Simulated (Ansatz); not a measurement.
Input file for C2H6AlB (`C[B]1[CH2][AlH]1`):

```yaml
crystal:
  periodic: [false, false, false]
  atoms:
    - {symbol: C, position_ang: [-1.463480, 0.806111, -0.400480]}
    - {symbol: B, position_ang: [-0.052337, 0.188922, -0.167449]}
    - {symbol: C, position_ang: [0.466253, -0.871678, 0.702679]}
    - {symbol: Al, position_ang: [1.879094, 0.077559, -0.537873]}
    - {symbol: H, position_ang: [-1.776177, 0.698559, -1.442988]}
    - {symbol: H, position_ang: [-1.467252, 1.878918, -0.187801]}
    - {symbol: H, position_ang: [-2.226327, 0.336477, 0.228904]}
    - {symbol: H, position_ang: [1.498948, -1.267629, 0.820570]}
    - {symbol: H, position_ang: [-0.148066, -1.448461, 1.396563]}
    - {symbol: H, position_ang: [3.372544, -0.449878, -0.409124]}
basis:
  gaussian: {orbitals: def2-TZVPP}
correlation: {method: ccsd_t}
output: {orbitals: {seedname: orbitals}}
```

```sh
$ ansatz run in.yaml --threads 4 --pin off --events-out ev --progress --plain
```

Log, shortened:

```
Functional definition: HF
1276 factors; integrals over basis functions are off by at most 1.1e-3 eV
mean field evaluation 1: about -9404.6125 eV, gradient 4.1e1 eV
mean field evaluation 2: about -9404.7730 eV, gradient 4.1e1 eV
mean field evaluation 4: about -9409.6436 eV, gradient 4.0e0 eV
mean field evaluation 8: about -9409.7291 eV, gradient 2.6e-1 eV
mean field -9409.72956406 eV, -345.8011833355 hartree, gradient 5.1e-6 eV, S^2 0.000000; 0 other end points of the search recorded, 0 dependent functions left out
8 core orbitals not correlated: weight in the atoms' cores, before any rotation towards them, 1.000 or more for the frozen orbitals, at most 0.000 for the correlated occupied ones
reference -9409.72956406 eV, -345.8011833355 hartree; 10, 10 occupied and 201, 201 virtual orbitals, 1276 factors
second order -14.48282635 eV of doubles, -0.00000000 eV of singles
cycle   1  -15.06324825 eV  change   -5.8e-1 eV  update   9.0e-2
cycle   2  -15.47912469 eV  change   -4.2e-1 eV  update   2.9e-2
cycle   3  -15.55622204 eV  change   -7.7e-2 eV  update   1.3e-2
cycle   4  -15.55138954 eV  change    4.8e-3 eV  update   3.9e-3
cycle   5  -15.55106923 eV  change    3.2e-4 eV  update   1.8e-3
cycle   6  -15.55115072 eV  change   -8.1e-5 eV  update   5.6e-4
cycle   7  -15.55102144 eV  change    1.3e-4 eV  update   2.2e-4
cycle   8  -15.55107918 eV  change   -5.8e-5 eV  update   8.1e-5
cycle   9  -15.55109103 eV  change   -1.2e-5 eV  update   3.1e-5
cycle  10  -15.55107646 eV  change    1.5e-5 eV  update   1.3e-5
perturbative correction -0.72688765 eV, -0.0267126286 hartree
Total energy: -9426.00752818 eV, -346.3993874832 hartree
```

It took 62 s on 4 threads of a server CPU on a shared host, with 3.2 GiB of host memory at the peak.

MP2 recovers 89.0 % of the CCSD(T) correlation energy and the triples give 4.5 %; T1 = 0.0125.
